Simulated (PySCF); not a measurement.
C$_{2}$H$_{7}$OS (SMILES CS(C)=[OH+]), charge +1, singlet, geometry from GFN2-xTB, with bond 5-1 at 3.0 times its length; HF/STO-3G (PySCF).

PySCF was given this input:
```python
from pyscf import gto, scf

mol = gto.M(
    atom='''
C     1.40171610   -0.75481551   -0.13144872
S    -0.02631153    0.13107076    0.51316754
C    -1.33721783   -0.83710786   -0.25086280
O    -0.02031928    1.38387242   -0.48762225
H     4.11475656    0.79985358    0.79425909
H     1.41064987   -1.75703652    0.28732886
H     1.35483657   -0.79600116   -1.21589801
H    -1.19383558   -0.87257702   -1.32701691
H    -2.29439263   -0.37481498   -0.02345354
H    -1.32246003   -1.83915389    0.16816870
H    -0.06431200    2.25960481   -0.08208314
''',
    basis='sto-3g',
    charge=1,
    verbose=4,
)

mf = scf.RHF(mol)
mf.kernel()
mo_i, mo_e, stable_i, stable_e = mf.stability(internal=True, external=True, return_status=True, nroots=6, tol=1e-6)
print('internally stable:', stable_i, ' externally stable:', stable_e)
if not stable_e:
    umf = mf.to_uhf() if not hasattr(mf, 'xc') else mf.to_uks()
    umf.scf_summary = {}
    umf.kernel(umf.make_rdm1(mo_e, umf.mo_occ))
mf.analyze()
```

The log (banner, timings and long lists left out):

```
PySCF version 2.14.0

[INPUT] verbose = 4
[INPUT] num. atoms = 11
[INPUT] num. electrons = 42
[INPUT] charge = 1
[INPUT] spin (= nelec alpha-beta = 2S) = 0
[INPUT] symmetry False subgroup None
[INPUT] Mole.unit = angstrom
[INPUT] Symbol           X                Y                Z      unit          X                Y                Z       unit  Magmom
[...]
nuclear repulsion = 187.949883866633
number of shells = 21
number of NR pGTOs = 93
number of NR cGTOs = 31
basis = sto-3g
ecp = {}

******** <class 'pyscf.scf.hf.RHF'> ********
method = RHF
initial guess = minao
damping factor = 0
level_shift factor = 0
DIIS = <class 'pyscf.scf.diis.CDIIS'>
diis_start_cycle = 1
diis_space = 8
diis_damp = 0
SCF conv_tol = 1e-09
SCF conv_tol_grad = None
SCF max_cycles = 50
direct_scf = True
direct_scf_tol = 1e-13
Set gradient conv threshold to 3.16228e-05
Initial guess from minao.
init E= -545.874412061037
cycle= 1 E= -544.978237631235  delta_E= 0.896  |g|= 0.614  |ddm|= 3.94
cycle= 2 E= -545.016669046207  delta_E= -0.0384  |g|= 0.638  |ddm|= 2.54
cycle= 3 E= -545.254138172851  delta_E= -0.237  |g|= 0.0929  |ddm|= 1.29
cycle= 4 E= -545.259255144158  delta_E= -0.00512  |g|= 0.0179  |ddm|= 0.207
cycle= 5 E= -545.259487669999  delta_E= -0.000233  |g|= 0.00733  |ddm|= 0.0638
cycle= 6 E= -545.259519795842  delta_E= -3.21e-05  |g|= 0.00145  |ddm|= 0.0159
cycle= 7 E= -545.259521362969  delta_E= -1.57e-06  |g|= 0.000699  |ddm|= 0.00445
cycle= 8 E= -545.259521653873  delta_E= -2.91e-07  |g|= 0.000292  |ddm|= 0.00183
cycle= 9 E= -545.259521694681  delta_E= -4.08e-08  |g|= 0.000141  |ddm|= 0.000948
cycle= 10 E= -545.259521704834  delta_E= -1.02e-08  |g|= 1.72e-05  |ddm|= 0.000241
cycle= 11 E= -545.259521705059  delta_E= -2.25e-10  |g|= 1.97e-06  |ddm|= 5.25e-05
Extra cycle  E= -545.259521705066  delta_E= -6.82e-12  |g|= 9.99e-07  |ddm|= 5.56e-06
converged SCF energy = -545.259521705066
rhf_internal: lowest eigs of H = [0.85887364 1.0075409  1.20188114 1.23463656 1.33606569 1.36707893]
<class 'pyscf.scf.hf.RHF'> wavefunction is stable in the internal stability analysis
rhf_real2complex: lowest eigs of H = [0.0233697  0.19492824 0.23633303 0.27822992 0.28121511 0.29783892]
<class 'pyscf.scf.hf.RHF'> wavefunction is stable in the real -> complex stability analysis
rhf_external: lowest eigs of H = [-0.48247705  0.15406959  0.16537458  0.21205496  0.21884291  0.23889222]
<class 'pyscf.scf.hf.RHF'> wavefunction has an RHF/RKS -> UHF/UKS instability
[...]
internally stable: True  externally stable: False
[...]
diis_start_cycle = 1
diis_space = 8
diis_damp = 0
SCF conv_tol = 1e-09
SCF conv_tol_grad = None
SCF max_cycles = 50
direct_scf = True
direct_scf_tol = 1e-13
number electrons alpha = 21  beta = 21
Set gradient conv threshold to 3.16228e-05
init E= -545.236223027791
cycle= 1 E= -545.381539297461  delta_E= -0.145  |g|= 0.244  |ddm|= 0.847
cycle= 2 E= -545.483381114251  delta_E= -0.102  |g|= 0.0805  |ddm|= 0.531
cycle= 3 E= -545.49488050126  delta_E= -0.0115  |g|= 0.0233  |ddm|= 0.185
cycle= 4 E= -545.495832535351  delta_E= -0.000952  |g|= 0.00724  |ddm|= 0.0628
cycle= 5 E= -545.495931941264  delta_E= -9.94e-05  |g|= 0.00387  |ddm|= 0.0188
cycle= 6 E= -545.495974120476  delta_E= -4.22e-05  |g|= 0.00111  |ddm|= 0.0196
cycle= 7 E= -545.495977213649  delta_E= -3.09e-06  |g|= 0.000435  |ddm|= 0.00481
cycle= 8 E= -545.495977677157  delta_E= -4.64e-07  |g|= 0.000238  |ddm|= 0.00166
cycle= 9 E= -545.495977866934  delta_E= -1.9e-07  |g|= 0.000126  |ddm|= 0.00123
cycle= 10 E= -545.495977941047  delta_E= -7.41e-08  |g|= 4.6e-05  |ddm|= 0.00101
cycle= 11 E= -545.495977949444  delta_E= -8.4e-09  |g|= 2.23e-05  |ddm|= 0.000319
cycle= 12 E= -545.495977951233  delta_E= -1.79e-09  |g|= 1.02e-05  |ddm|= 0.000138
cycle= 13 E= -545.495977951615  delta_E= -3.81e-10  |g|= 3.14e-06  |ddm|= 7.72e-05
Extra cycle  E= -545.495977951632  delta_E= -1.66e-11  |g|= 2.1e-06  |ddm|= 6.97e-06
converged SCF energy = -545.495977951632  <S^2> = 1.0105432  2S+1 = 2.2454783
**** SCF Summaries ****
Total Energy =                        -545.259521705066277
Nuclear Repulsion Energy =             187.949883866632604
One-electron Energy =                -1117.149168823049195
Two-electron Energy =                  383.939763251350257
Two-electron Coulomb Energy =          429.757420024519945
DFT Exchange-Correlation Energy =      -45.817656773169688
**** MO energy ****
[...]
 ** Mulliken pop on meta-lowdin orthogonal AOs  **
 ** Mulliken pop  **
[...]
 ** Mulliken atomic charges  **
charge of    0C =     -0.17943
charge of    1S =      0.74154
charge of    2C =     -0.16092
charge of    3O =     -0.26104
charge of    4H =      0.26046
charge of    5H =      0.05884
charge of    6H =      0.05942
charge of    7H =      0.09010
charge of    8H =      0.09113
charge of    9H =      0.09124
charge of   10H =      0.20865

WARN: System has nonzero charge 1; the dipole moment is origin-dependent.
Location of origin: [0. 0. 0.]

Dipole moment(X, Y, Z, Debye):  3.14530,  1.21630,  1.91991
```
